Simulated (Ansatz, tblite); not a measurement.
Cost and result up the ladder for Pd2O2⁻ (the lowest doublet isomer of a short search) (4 atoms). Total charge -1; doublet. Geometry: r2SCAN-D4/def2-TZVPD.

```xyz
4

Pd   -1.2183    0.1967   -0.1928
Pd    1.2180   -0.1966    0.1929
O     0.2428    1.5008   -0.0023
O    -0.2425   -1.5008    0.0023
```

Ansatz on 2 threads of Arm Neoverse V2 on a shared host; xTB runs through tblite on one thread. Times are rough, summed over both states, and most runs start from the orbitals of an earlier one. RPA@PBE/def2-TZVPD serves as the yardstick here, not as an exact answer. The other state is a quartet at its own geometry.

In the def2 sets Pd takes a core potential; there is no spin–orbit coupling. The xTB rows come from tblite. Correlated methods freeze 2 core orbitals; core or outer-core shells of Pd are correlated, in sets that lack core-valence functions. The structure comes from a short search, and lower isomers may exist.

Run but left out: HF/STO-3G, HF/def2-TZVPD, r2SCANh-D4/def2-TZVPD, PBE0-D4/def2-TZVPD, HSE06-D4/def2-TZVPD, LC-ωPBE/def2-TZVPD, PBE-QIDH/def2-TZVPD, MP2/def2-TZVPD (doublet: ⟨S²⟩ 1.10 to 4.05, where a pure state has 0.75); HF/def2-SVPD, MP2/def2-SVPD, CCSD/def2-SVPD, CCSD(T)/def2-SVPD (flagged by the program: other amplitudes).

Correlated methods converge slowly with the basis.

xTB has no spin-polarisation term.

| level | functions | quartet − doublet (eV) | difference from RPA@PBE/def2-TZVPD (eV) | remarks |
| --- | --- | --- | --- | --- |
| r2SCAN-D4/def2-TZVPD | 160 | 0.47 | -0.13 | HOMO above zero (doublet), HOMO above zero (quartet) |
| RPA@PBE/def2-TZVPD | 160 | 0.60 | 0.00 | – |
| GFN2-xTB | 26 | 1.41 | 0.82 | – |
| PBE-D4/def2-TZVPD | 160 | 0.68 | 0.08 | HOMO above zero (doublet), HOMO above zero (quartet) |
| GFN1-xTB | 26 | 1.52 | 0.93 | – |

Question: Estimate how long each takes.

Answer: GFN1-xTB 0.004 s; GFN2-xTB 0.005 s; PBE-D4/def2-TZVPD 12 s; RPA@PBE/def2-TZVPD 20 s; r2SCAN-D4/def2-TZVPD 45 s. On shared hardware such times vary by a factor of up to 3.
